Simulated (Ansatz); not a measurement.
The cluster W4Se8⁻. Total charge -1; doublet. Geometry PBE-D4/def2-SVP; atoms count from 1.

```xyz
12

W     0.480    1.583    1.733
W     0.613   -1.635   -1.581
W    -0.514    1.046   -0.737
W    -0.969   -1.075    0.534
Se    0.121    0.266   -3.056
Se   -2.865    0.327   -0.313
Se    1.547   -0.331    0.404
Se   -1.379   -2.968   -1.065
Se    2.434   -2.995   -2.025
Se   -0.859   -0.049    2.961
Se    2.324    2.657    2.620
Se   -0.934    3.173    0.523
```

In the def2 sets W takes a core potential; there is no spin–orbit coupling. Single mean-field runs in def2-TZVP are fitted with def2-universal-jkfit. The charge -1 doublet is spin-contaminated (final ⟨S²⟩ up to 0.88, 0.75 for a pure state). Another isomer (doublet) lies 0.89 eV lower at PBE0-D4/def2-TZVP; other spin states weren't run for this one.

Question: Estimate the Mulliken populations from the PBE0/def2-TZVP orbitals of Ansatz.

Answer: 
| atom | charge (e) | spin (α − β) | d electrons |
| --- | --- | --- | --- |
| W1 | 0.63 | 0.73 | 4.25 |
| W2 | 0.66 | 0.50 | 4.26 |
| W3 | 0.59 | -0.15 | 4.35 |
| W4 | 0.48 | 0.17 | 4.37 |
| Se5 | -0.46 | -0.03 | – |
| Se6 | -0.38 | 0.01 | – |
| Se7 | -0.33 | 0.02 | – |
| Se8 | -0.42 | -0.06 | – |
| Se9 | -0.47 | -0.02 | – |
| Se10 | -0.44 | -0.08 | – |
| Se11 | -0.46 | -0.05 | – |
| Se12 | -0.40 | -0.05 | – |
Mulliken values depend strongly on the basis.

Question: Where does the spin sit?

Answer: Summed by element: W 1.25, Se -0.25, of 1 unpaired in all. Largest on single atoms: W1 0.73, W2 0.50, W4 0.17.

Question: And the Mayer bond orders between heavy atoms (over 0.3)?

Answer: W1–W3 0.79 (2.72 Å); W1–Se7 0.64 (2.56 Å); W1–Se10 1.26 (2.44 Å); W1–Se11 1.93 (2.31 Å); W1–Se12 1.11 (2.45 Å); W2–W4 0.83 (2.70 Å); W2–Se5 1.14 (2.46 Å); W2–Se7 0.66 (2.55 Å); W2–Se8 1.12 (2.45 Å); W2–Se9 1.91 (2.32 Å); W3–W4 1.32 (2.51 Å); W3–Se5 0.97 (2.53 Å); W3–Se6 1.06 (2.49 Å); W3–Se7 0.49 (2.73 Å); W3–Se12 1.00 (2.51 Å); W4–Se6 1.04 (2.51 Å); W4–Se7 0.68 (2.63 Å); W4–Se8 1.03 (2.51 Å); W4–Se10 0.87 (2.64 Å).
